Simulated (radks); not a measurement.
Problem. All-electron atom: Au III in [Xe] 4f14 5d9. Calculated with a radial shooting solver on a logarithmic mesh with Libxc functionals: non-relativistic Kohn-Sham, XLYP, spin-polarised, spherical densities, point nucleus; open shells are filled with parallel spins first (spin-orbit coupling, left out, can overturn this in heavy ions); relativity is left out, which matters for an element this heavy. Some entries of the table are withheld. Estimate them.

orbital,occ.,eigenvalue (eV),<r> (bohr),<r^2> (bohr^2)
1s up,1,-73105.05,0.01916,0.0004907
1s down,1,-73105.05,0.01916,0.0004907
2s up,1,-12217.36,0.08072,0.007634
2s down,1,-12217.28,0.08072,0.007634
2p up,3,-11746.90,0.06821,0.005632
2p down,3,-11746.83,0.06821,0.005632
3s up,1,-2875.432,0.2037,0.04727
3s down,1,-2875.398,0.2037,0.04727
3p up,3,-2653.585,0.1941,0.04352
3p down,3,-2653.550,0.1941,0.04352
3d up,5,-2239.553,0.1695,0.03353
3d down,5,-2239.495,0.1695,0.03353
4s up,1,-622.9687,0.4487,0.2267
4s down,1,-622.9021,0.4487,0.2267
4p up,3,-527.2870,0.4528,0.2326
4p down,3,-527.2159,0.4528,0.2326
4d up,5,-351.3663,0.4609,0.2451
4d down,5,-351.2805,0.4609,0.2451
4f up,7,-115.6967,0.4869,0.2858
4f down,7,-115.5843,0.4865,0.2854
5s up,1,-105.8314,1.025,1.178
5s down,1,-105.2413,1.024,1.176
5p up,3,-75.4492,1.113,(1)
5p down,3,-74.8206,1.112,(2)
5d up,5,-28.3232,1.477,2.551
5d down,4,-27.6949,1.482,2.576
6s up,0,-19.9641,2.722,8.297
6s down,0,-19.7200,2.742,8.414
6p up,0,-14.3313,3.229,11.67
6p down,0,-14.1783,3.252,11.84

Solution. 
(1) 5p up <r^2> (bohr^2): 1.400
(2) 5p down <r^2> (bohr^2): 1.399
